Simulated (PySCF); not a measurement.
## Electronic structure of Pb (lead, neutral) at the UHF level

Configuration: [Xe] 4f14 5d10 6s2 6p2, high-spin 3P determinant. Calculation: PySCF 2.14, in cc-pVDZ-PP with ECP60MDF (4s3p2d, 23 functions); scalar relativity through the core potential.

```json
{
  "Total energy": "-191.832445 hartree",
  "One-electron energy": "-335.8593 hartree",
  "Hartree (Coulomb) energy": "159.0644 hartree",
  "Exchange energy": "-15.0376 hartree",
  "⟨S²⟩": "2.0096",
  "⟨L²⟩": "2.017",
  "Sum of ⟨r⟩": "32.36 bohr",
  "Sum of ⟨r²⟩": "66.33 bohr²",
  "Traceless quadrupole moment −½Σ⟨3z² − r²⟩ along its main axis": "5.10 e·bohr²",
  "Time after the integrals": "0.06 s of wall time on 1 thread of Neoverse-V2 (shared host)"
}
```

```tsv
shell	electrons	mean orbital energy (hartree)	spread (hartree)	rms radius, mean of both spins (bohr)
5s α	1	-6.17352	0	0.925
5s β	1	-6.16818	0	0.925
5p α	3	-3.85478	0.00688	1.05
5p β	3	-3.85119	0.01581	1.05
5d α	5	-1.07520	0.01290	1.40
5d β	5	-1.06750	0.02088	1.40
6s α	1	-0.62223	0	2.56
6s β	1	-0.50275	0	2.56
6p α	2	-0.25376	0	3.55
```

Energies and moments cover only the electrons outside the core potential. Spin-orbit coupling is strong in this species (close to jj coupling), so the high-spin LS determinant is a model state, not a physical level.
